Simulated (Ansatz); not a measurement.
One geometry of the cluster HfGe10, several levels of theory.

```yaml
crystal:
  periodic: [false, false, false]
  atoms:
    - {symbol: Hf, position_ang: [0.734683, 1.044449, -3.794612]}
    - {symbol: Ge, position_ang: [4.284832, 1.793236, -2.056893]}
    - {symbol: Ge, position_ang: [2.919428, -0.680931, -2.535504]}
    - {symbol: Ge, position_ang: [2.147879, -1.891184, -0.383419]}
    - {symbol: Ge, position_ang: [4.097035, 2.166709, 0.381630]}
    - {symbol: Ge, position_ang: [2.170239, 3.468197, -0.675175]}
    - {symbol: Ge, position_ang: [0.022988, 2.171930, -1.474723]}
    - {symbol: Ge, position_ang: [0.428261, -0.630818, -1.831902]}
    - {symbol: Ge, position_ang: [1.985362, 3.325802, -3.230272]}
    - {symbol: Ge, position_ang: [3.452105, 1.035153, -4.331955]}
    - {symbol: Ge, position_ang: [2.143588, 0.589557, 0.162726]}
basis:
  gaussian: {orbitals: def2-TZVP, initial_orbitals: start.molden}
correlation: {method: mp2}
scf: {omitted_lower_state_checks: [starts]}
output: {orbitals: {seedname: orbitals}}
```

The file start.molden holds the orbitals of an earlier run on this structure, at another level or in another basis.

```sh
$ ansatz run in.yaml --threads 2 --pin off --events-out ev --progress --plain --max-ram 32768MiB --backend cuda --devices 0, --max-vram 18GiB
```

It prints (some lines left out):

```
Functional definition: HF
  name "HF"
  cite "Fock, Z. Phys. 61, 126 (1930) doi:10.1007/BF01340294"
  parent pbe
  exchange = exact_x
  correlation = 0
these checks for a lower state are left out or cut short: starts
3613 factors; integrals over basis functions are off by at most 1.2e-3 eV
mean field evaluation 1: about -566024.5572 eV, gradient 7.1e1 eV
mean field evaluation 2: about -566027.8591 eV, gradient 4.2e0 eV
mean field evaluation 4: about -566028.8364 eV, gradient 2.0e0 eV
mean field evaluation 8: about -566028.8545 eV, gradient 5.5e-4 eV
mean field -566028.85445201 eV, -20801.1767329738 hartree, gradient 8.3e-6 eV, S^2 0.000000; 0 other end points of the search recorded, 0 dependent functions left out; unrestricted orbitals would lower it
90 core orbitals not correlated: weight in the atoms' cores, before any rotation towards them, 1.000 or more for the frozen orbitals, at most 0.000 for the correlated occupied ones
reference -566028.85445201 eV, -20801.1767329738 hartree; 76, 76 occupied and 354, 354 virtual orbitals, 3613 factors
second order -79.65695732 eV of doubles, -0.00000000 eV of singles
Total energy: -566108.51140933 eV, -20804.1040721619 hartree
Checks for a lower state left out: starts
```

Hardware: 2 threads of AMD EPYC 7R13 on a shared host and a share (18 GiB) of an NVIDIA H100 80GB HBM3. Wall time 13 s, peak host memory 1.2 GiB.

First input, but with `gaussian: {orbitals: def2-TZVP, fitting: {mean_field: def2-universal-jkfit}, initial_orbitals: start.molden}`, `hamiltonian: {xc: pbe0, dispersion: d4}` and without the key `correlation` (abridged; 7 s):

```
Functional definition: PBE0
mean field -566423.89737868 eV, -20815.6942927592 hartree, gradient 2.5e-5 eV, S^2 0.000000
Total energy: -566425.00970145 eV, -20815.7351698672 hartree
Checks for a lower state left out: starts
```

As the first input, with `gaussian: {orbitals: def2-TZVP, fitting: {mean_field: def2-universal-jkfit}, initial_orbitals: start.molden}`, `hamiltonian: {xc: pbe, dispersion: d4}`, `output: {forces: true, orbitals: {seedname: orbitals}}` and without the key `correlation` (abridged; 8 s):

```
Functional definition: PBE
mean field -566412.03046338 eV, -20815.2581916658 hartree, gradient 7.4e-5 eV, S^2 0.000000
Total energy: -566413.28198184 eV, -20815.3041841206 hartree
Atom 0 force     0.087875     0.038250     0.104281 eV/Å
Atom 1 force    -0.078952    -0.008856    -0.004490 eV/Å
Atom 2 force    -0.056850     0.036334     0.031617 eV/Å
Atom 3 force    -0.024250     0.058969    -0.028703 eV/Å
Atom 4 force    -0.062728    -0.013936    -0.039904 eV/Å
Atom 5 force     0.012945    -0.067175    -0.047679 eV/Å
Atom 6 force     0.056762    -0.010682    -0.027667 eV/Å
Atom 7 force     0.055689    -0.006951     0.014820 eV/Å
Atom 8 force    -0.017520    -0.041875     0.027873 eV/Å
Atom 9 force    -0.006945     0.014296     0.029581 eV/Å
Atom 10 force     0.033976     0.001626    -0.059728 eV/Å
Dipole moment:    -0.405631    -0.142068    -0.518461 e Å
Checks for a lower state left out: starts
```

As the first input, with `gaussian: {orbitals: def2-SVP, initial_orbitals: start.molden}`, `hamiltonian: {xc: pbe, dispersion: d4}` and without the key `correlation` (abridged; 5.5 s):

```
Functional definition: PBE
mean field -566340.60323293 eV, -20812.6332893618 hartree, gradient 2.4e-5 eV, S^2 0.000000
Total energy: -566341.85475341 eV, -20812.6792818910 hartree
Checks for a lower state left out: starts
```

As the first input, with `gaussian: {orbitals: def2-SVP, initial_orbitals: start.molden}`, `hamiltonian: {xc: pbe0, dispersion: d4}` and without the key `correlation` (abridged; 7.5 s):

```
Functional definition: PBE0
mean field -566352.50257623 eV, -20813.0705821625 hartree, gradient 2.0e-5 eV, S^2 0.000000
Total energy: -566353.61490084 eV, -20813.1114593377 hartree
Checks for a lower state left out: starts
```

As the first input, with `gaussian: {orbitals: def2-TZVP, fitting: {mean_field: def2-universal-jkfit}, initial_orbitals: start.molden}`, `hamiltonian: {xc: r2scan, dispersion: d4}` and without the key `correlation` (abridged; 7.5 s):

```
Functional definition: r2SCAN
mean field -566493.61525593 eV, -20818.2563774917 hartree, gradient 7.6e-5 eV, S^2 0.000000
Total energy: -566493.87308278 eV, -20818.2658524537 hartree
Checks for a lower state left out: starts
```

As the first input, with `hamiltonian: {xc: pbe}`, `correlation: {method: rpa}` and without the key `output` (abridged; 16 s):

```
Functional definition: PBE
mean field -566412.02479585 eV, -20815.2579833877 hartree, gradient 1.4e-6 eV, S^2 0.000000
90 core orbitals not correlated: weight in the atoms' cores, before any rotation towards them, 1.000 or more for the frozen orbitals, at most 0.000 for the correlated occupied ones
Total energy: -566131.13660043 eV, -20804.9355325990 hartree
Checks for a lower state left out: starts
```

Geometry: PBE-D4/def2-SVP.

In the def2 sets Hf takes a core potential; there is no spin–orbit coupling. Correlated methods freeze 90 core orbitals; core or outer-core shells of Hf, Ge are correlated, in sets that lack core-valence functions. Single mean-field runs in def2-TZVP are fitted with def2-universal-jkfit. At MP2/def2-TZVP the restricted singlet (for correlated methods, its reference) is unstable: a solution with broken spin symmetry lies lower. The restricted singlet is unstable towards broken spin symmetry in Hartree–Fock (as tested in another run); at PBE0-D4/def2-TZVP, PBE-D4/def2-TZVP, PBE-D4/def2-SVP, PBE0-D4/def2-SVP and others this wasn't settled. The structure comes from a short search, and lower isomers may exist.
